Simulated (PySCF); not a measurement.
**Vertical excitation energies**

Compound: C₃H₄O₂SSi.
InChI=1S/C3H4O2SSi/c4-2-1-6-7-3(2)5/h1,7H2

Method: TDDFT B3LYP/def2-SVPD, vertical, gas phase, core orbitals frozen in the response (PySCF 2.14.0, density-fitted response routines). Geometry: GFN2-xTB, one conformer, isolated molecule.

| state | λ (nm) | E (eV) | f | main configurations (H = HOMO, L = LUMO) |
| --- | --- | --- | --- | --- |
| S1 | 544.5 | 2.28 | 0.0002 | H→L (98%) |
| S2 | 358.4 | 3.46 | 0.0063 | H-1→L (95%) |
| S3 | 325.7 | 3.81 | 0.0026 | H→L+1 (85%) |
| S4 | 266.9 | 4.65 | 0.0011 | H-1→L+1 (62%), H-2→L (30%) |
| S5 | 262.1 | 4.73 | 0.0066 | H-2→L (56%), H-1→L+1 (36%) |
| S6 | 234.2 | 5.29 | 0.0088 | H→L+2 (92%) |
| S7 | 225.0 | 5.51 | 0.0067 | H-3→L (96%) |
| S8 | 223.6 | 5.55 | 0.0049 | H→L+3 (92%) |

Triplets, Tamm–Dancoff:

| state | E (eV) | λ (nm) | main configurations (H = HOMO, L = LUMO) |
| --- | --- | --- | --- |
| T1 | 1.77 | 698.8 | H→L (95%) |
| T2 | 3.15 | 393.6 | H-1→L (49%), H→L+1 (32%), H-2→L (12%) |
| T3 | 3.43 | 361.3 | H-1→L (47%), H→L+1 (42%) |

The lowest singlet comes at 545 nm (220 kJ/mol) in the visible; it is dark (f under 0.0005); its leading configuration is HOMO→LUMO (98%). The strongest level in the table is S6 at 5.29 eV (234 nm, f = 0.0088). Löwdin shares by element: HOMO oxygen 51%, carbon 13% or more, silicon 9% (atoms not listed hold the other 26%); LUMO carbon 41% or more, oxygen 41% (atoms not listed hold the other 18%). Orbital energies (eV): HOMO-3 -9.56, HOMO-2 -9.19, HOMO-1 -7.43, HOMO -6.82, LUMO -3.05, LUMO+1 -1.74, LUMO+2 -0.61. Of the 8 states listed, none reaches f = 0.01 and 1 stays under 0.0005. The listed states span 3.27 eV, and the widest gap between neighbours is 1.18 eV (S1 to S2). S1 lies in the visible range (380 to 750 nm), at 545 nm, dark in the vertical dipole picture (f under 0.0005); light of that wavelength is green, and its complementary colour is purple; a Tamm–Dancoff triplet lies at 699 nm, without intensity as long as spin–orbit coupling is left out. The window holds the lowest 8 singlets.
